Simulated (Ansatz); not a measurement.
One change: `OC([SiH3])[AsH2]` becomes `OC([SiH3])Cl`.

Ansatz, PBE0-D4/def2-TZVP geometries, multiplicity 1. Each molecule was computed in one conformer, which needn't be the lowest.

Scalar relativity is left out up to krypton.

```tsv
property	`OC([SiH3])[AsH2]`
HOMO–LUMO gap (ωB97M-V/def2-TZVPP) / eV	10.77
size of the dipole moment (ωB97M-V/def2-TZVPP) / D	1.40
HOMO–LUMO gap (PBE0/def2-TZVPP) / eV	6.97
HOMO energy (ωB97M-V/def2-TZVPP) / eV	-9.32
LUMO energy (PBE/def2-TZVPP) / eV	-1.06
HOMO energy (PBE/def2-TZVPP) / eV	-6.08
```

Question: What does the change do to each property? (An estimate is asked.)

Answer: Computed: 
```tsv
property	`OC([SiH3])Cl`	shift
HOMO–LUMO gap (ωB97M-V/def2-TZVPP) / eV	12.15	1.38
size of the dipole moment (ωB97M-V/def2-TZVPP) / D	1.76	0.36
HOMO–LUMO gap (PBE0/def2-TZVPP) / eV	8.17	1.20
HOMO energy (ωB97M-V/def2-TZVPP) / eV	-10.40	-1.08
LUMO energy (PBE/def2-TZVPP) / eV	-0.90	0.16
HOMO energy (PBE/def2-TZVPP) / eV	-6.75	-0.67
```

With PBE0 the HOMO falls by 0.93 eV and the LUMO rises by 0.28 eV, so the gap widens by about 1.21 eV. PBE moves the HOMO by -0.67 eV and ωB97M-V by -1.08 eV. Dipoles are sizes alone; their direction can turn.
